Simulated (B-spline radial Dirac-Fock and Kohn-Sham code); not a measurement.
Two-hole binding energies of Pt⁴⁶⁺

System: platinum as Pt⁴⁶⁺, configuration [Ar] 3d10 4s2 4p2.

The run's input, task.json:

```json
{"items": [{
  "Z": 78,
  "q": 46,
  "cfg": [[1, 0, 2], [2, 0, 2], [2, 1, 6], [3, 0, 2], [3, 1, 6], [3, 2, 10], [4, 0, 2], [4, 1, 2]],
  "A": 195,
  "rrms": 5.427,
  "do": ["binding", "quiet", "double"]
}]}
```

Launch: `python xray_run.py task.json out`

Calculated with an atomic code on a B-spline grid, using Dirac-Fock ΔSCF + Breit + QED. U is the two-hole binding energy less the two single-hole energies, the effective repulsion of the holes after relaxation. Each two-hole energy is an average over J within one jj subconfiguration.

| holes | E(a) (eV) | E(b) (eV) | E(ab) (eV) | U (eV) |
| --- | --- | --- | --- | --- |
| 1s⁻² | 80795.7 | 80795.7 | 163176.0 | 1584.6 |
| 1s⁻¹ 2p1/2⁻¹ | 80795.7 | 15651.0 | 96966.4 | 519.7 |
| 1s⁻¹ 3p3/2⁻¹ | 80795.7 | 4895.9 | 85867.6 | 176.0 |
| 1s⁻¹ 3d3/2⁻¹ | 80795.7 | 4473.0 | 85442.2 | 173.5 |
| 2s⁻² | 16258.3 | 16258.3 | 32822.6 | 306.0 |
| 2s⁻¹ 2p1/2⁻¹ | 16258.3 | 15651.0 | 32205.4 | 296.1 |
| 2p1/2⁻² | 15651.0 | 15651.0 | 31681.6 | 379.6 |
| 2p1/2⁻¹ 3s⁻¹ | 15651.0 | 5559.3 | 21368.2 | 157.8 |
| 2s⁻¹ 3p3/2⁻¹ | 16258.3 | 4895.9 | 21307.0 | 152.8 |
| 2s⁻¹ 3d3/2⁻¹ | 16258.3 | 4473.0 | 20899.0 | 167.7 |
| 2p3/2⁻¹ 3p1/2⁻¹ | 13935.9 | 5293.3 | 19394.5 | 165.2 |
| 3p1/2⁻² | 5293.3 | 5293.3 | 10719.4 | 132.7 |
| 3p1/2⁻¹ 3p3/2⁻¹ | 5293.3 | 4895.9 | 10309.9 | 120.6 |
| 3p3/2⁻² | 4895.9 | 4895.9 | ? | ? |

Question: Give the missing two-hole energy and U.

Answer: E(ab) = 9910.6 eV and U = 118.7 eV.
